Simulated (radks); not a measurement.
Values are calculated unless marked as measured or tabulated.
Q: Radial electron density D(r) = 4 pi r^2 rho(r) of an atom or ion with 3 electrons. Code: a radial shooting solver on a logarithmic mesh with Libxc functionals. Model: Dirac Kohn-Sham, BLYP, spin-unpolarised, spherical densities, finite nucleus; Fermi nuclear charge, rms radius of each element as measured or else 0.836 A^(1/3) + 0.57 fm.

```
   r/bohr * D(r) (the largest magnitude, 13, reaches the edge; | marks zero)
 0.008237 |  *
 0.009067 |   *
 0.009981 |    *
  0.01099 |    *
  0.01209 |     *
  0.01342 |       *
  0.01477 |        *
  0.01626 |          *
   0.0179 |           *
   0.0197 |             *
  0.02169 |               *
  0.02387 |                  *
  0.02628 |                     *
  0.02916 |                        *
  0.03209 |                           *
  0.03533 |                              *
  0.03889 |                                  *
   0.0428 |                                     *
  0.04712 |                                         *
  0.05186 |                                            *
  0.05709 |                                               *
  0.06335 |                                                  *
  0.06973 |                                                    *
  0.07676 |                                                      *
  0.08449 |                                                      *
    0.093 |                                                     *
   0.1024 |                                                    *
   0.1127 |                                                 *
    0.124 |                                             *
   0.1376 |                                        *
   0.1515 |                                   *
   0.1668 |                             *
   0.1836 |                        *
   0.2021 |                   *
   0.2224 |               *
   0.2448 |           *
   0.2695 |         *
   0.2991 |        *
   0.3292 |       *
   0.3624 |       *
   0.3989 |        *
   0.4391 |        *
   0.4833 |        *
    0.532 |       *
   0.5856 |       *
   0.6498 |     *
   0.7153 |    *
   0.7873 |   *
   0.8667 | *
    0.954 |*
     1.05 |*
    1.156 *
    1.272 *
    1.412 *
    1.554 *
    1.711 *
    1.883 *
```

What is the nuclear charge?

A: Z = 12. The innermost maximum, from 1s, lies near gamma/Z bohr with gamma = sqrt(1 - (Z/c)^2) = 0.996, here 0.083 bohr (found: 0.0831), and its height grows with Z. The density is that of the magnesium ion Mg9+ in [He] 2s1; the configuration itself is not fixed sharply by these data, and Z only to about a unit. D(r) has 2 maxima, at r = 0.0831, 0.457 bohr, and minima at 0.340 bohr, inside which lie 2.10 electrons.
